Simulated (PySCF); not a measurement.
## Electron correlation in S²⁺ (sulfur, charge +2)

[Ne] 3s2 3p2, high-spin 3P determinant. Computed with PySCF 2.14 in cc-pV(D+d)Z, with no relativity, point nucleus. Frozen: [Ne]; 4 electrons correlated.

MP2 pair energies summed by pair of shells (mhartree):

```tsv
pair	energy	share (%)
3s-3p	-32.99	61.0
3s-3s	-15.34	28.4
3p-3p	-5.75	10.6
```

Total MP2 correlation energy: -54.08 mhartree.

Same-spin part -8.63 and opposite-spin part -45.45 mhartree; SCS-MP2 scales them by 1/3 and 6/5 to -57.41 mhartree.

```csv
level,correlation energy (mhartree)
CCSD,-77.26
(T),-0.94
CCSD(T),-78.20
```

Diagnostics: T1 = 0.0077, D1 = 0.0208, largest double amplitude 0.107.

**Question.** Is a single reference adequate?

**Answer.** Mostly. T1 lies below 0.03, but a double amplitude of this size points to a near-degeneracy that CCSD handles and MP2 describes poorly.
